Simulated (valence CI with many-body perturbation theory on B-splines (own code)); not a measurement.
**Nb³⁵⁺: one-electron terms**

Computed by relativistic CI+MBPT: four valence electrons over a frozen Dirac-Fock core [He], radial functions for each j: 11 s, 11 p, 9 d, 7 f, 5 g, 2 h, 1 i, with the one-electron correlation potential Σ1, the two-electron term Σ2, the three-electron term Σ3, Breit, model QED; selected CI, second order for the rest (own B-spline code, finite nucleus).

No measured spectrum was set against this ion. As an estimate, large intervals hold to a few tenths of a per cent, small ones and those within an open d or f shell to about a per cent. Among the levels kept, up to 270 cm⁻¹ of a level comes from second order outside the variational space, and about a tenth of that is noise between levels of different J, which matters for small intervals.

These are the spectroscopic orbitals of the CI (the correlating ones are not listed), shaped by the core and the other valence electrons. h is the expectation value of the core's Dirac-Fock operator, without the valence repulsion; Σ1 is computed up to l = 3 at one energy for each symmetry, that of its lowest orbital but kept below the first core excitation, so for empty shells it is not the orbital's own correlation shift; Breit and QED include the response of the core.

| Orbital | h (hartree) | Σ1 (cm⁻¹) | Breit (cm⁻¹) | QED (cm⁻¹) | ⟨r⟩ (bohr) |
| --- | --- | --- | --- | --- | --- |
| 2s1/2 | -199.46 | -1266 | 17883 | 17823 | 0.1495 |
| 3s1/2 | -87.385 | -301 | 4940 | 5085 | 0.3470 |
| 4s1/2 | -48.72 | -116 | 1973 | 2068 | 0.6296 |
| 5s1/2 | -31.008 | -57.2 | 988 | 1040 | 0.9943 |
| 2p1/2 | -196.34 | -3022 | 35309 | -641 | 0.1263 |
| 3p1/2 | -86.48 | -659 | 9504 | -205 | 0.3268 |
| 4p1/2 | -48.344 | -251 | 3820 | -85.6 | 0.6118 |
| 5p1/2 | -30.816 | -123 | 1913 | -43.5 | 0.9792 |
| 2p3/2 | -192.08 | -2607 | 14592 | 1140 | 0.1301 |
| 3p3/2 | -85.22 | -569 | 3883 | 295 | 0.3323 |
| 4p3/2 | -47.815 | -217 | 1656 | 118 | 0.6190 |
| 5p3/2 | -30.546 | -106 | 830 | 59.2 | 0.9881 |
| 3d3/2 | -84.806 | -254 | 321 | -63.2 | 0.2834 |
| 4d3/2 | -47.639 | -108 | 174 | -22.9 | 0.5724 |
| 5d3/2 | -30.457 | -55.2 | 92.9 | -11.0 | 0.9439 |
| 3d5/2 | -84.423 | -242 | 103 | 111 | 0.2852 |
| 4d5/2 | -47.477 | -102 | 55.7 | 50.0 | 0.5747 |
| 5d5/2 | -30.374 | -52.2 | 28.5 | 26.2 | 0.9467 |
| 4f5/2 | -47.406 | -20.9 | 1.7 | -18.7 | 0.4967 |
| 5f5/2 | -30.341 | -11.8 | 1.4 | -9.4 | 0.8700 |
| 4f7/2 | -47.327 | -20.5 | 0.5 | 15.7 | 0.4979 |
| 5f7/2 | -30.3 | -11.5 | 0.4 | 8.4 | 0.8713 |
| 5g7/2 | -30.289 |  | 0.0 | -5.8 | 0.7619 |
| 5g9/2 | -30.265 |  | 0.0 | 4.7 | 0.7628 |

Among the shells of the start configuration 2s2 2p2, Σ1 is largest in size for 2p1/2, where it is 0.0070 % of h.

Lowest root of each symmetry, sizes in configuration state functions:

```
J  Parity  Roots  Reference  Variational  Second order  Change by selected CI (cm⁻¹)  Change by second order (cm⁻¹)
0    even     13         38        23190         50806                        -17649                             -1
1    even     21         83        40000        200751                        -16673                            -24
2    even     23         93        39999        313368                        -18299                            -89
3    even     12         63        39996        307971                        -20006                           -157
4    even      5         31        39993        204270                        -14657                             -7
5    even      2         11        21727        111434                        -18261                            -12
0     odd      8         37        18630         50201                        -20981                             -1
1     odd     21         94        39999        192961                        -21733                            -17
2     odd     20        100        40000        305175                        -14448                            -57
3     odd     11         70        40000        319287                        -18757                            -56
4     odd      4         36        36257        203528                        -22191                            -13
```
